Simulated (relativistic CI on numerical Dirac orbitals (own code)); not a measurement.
Method of calculation: Dirac-Coulomb-Breit CI, KLI orbitals optimised for each configuration, model QED (radiative potential, 1s self-energy scaled to tabulated hydrogen-like ionisation energies), unscaled Slater integrals (own radial code, finite nucleus).

The strongest absorption lines from the ground level of an ion, among the configurations computed and to levels below about 148 eV (vacuum wavelength in Å, gf): 102.55 (0.91), 103.42 (2.6), 103.60 (0.37), 105.32 (0.43), 105.75 (0.52), 106.15 (0.32), 108.64 (0.83), 111.45 (1.8).

Q: Which ion is it?
A. Br X
B. Br VIII
C. Br XII
D. As VIII

A: A. Br X has 26 electrons and the ground level 3s2 3p6 3d8 3F_4; the strongest line goes to 3s2 3p5 3d9 3D°_3. The pattern of lines fixes the number of electrons, and along that sequence the line energies rise steadily with the charge (about as its square where n changes within one kind of shell, about linearly where n is kept but much faster in heavy ions where fine structure, which grows about as Z⁴, sets the gap, and irregularly where shells cross), which fixes Z. Configurations outside the model, such as inner-shell arrays, can give stronger lines. At this charge energies of transitions that change n are usually good to better than 1 %, and those within a shell (Δn = 0) to a few per cent. Terms inside the open d or f shell come out 10 to 20 % too wide with unscaled integrals.

LS names give the leading component of a level, which can be under half, so a name can repeat, a term be missing and a line seem to break the LS rules.
